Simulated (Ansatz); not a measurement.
Dissociation curve of SNa (cation, charge +1), lowest triplet found (which spin is the ground state isn't settled by this scan).

Calculation: Ansatz (a first-principles code) with full CI/aug-cc-pVDZ, frozen core.

### Question
Relative to R = 2.90 Å, what are the energies at R = 2.56, 3.66, 4.32, 6.84 Å?

### Answer
16.1 kJ/mol at 2.56 Å, 13.6 kJ/mol at 3.66 Å, 27.3 kJ/mol at 4.32 Å, 43.4 kJ/mol at 6.84 Å.
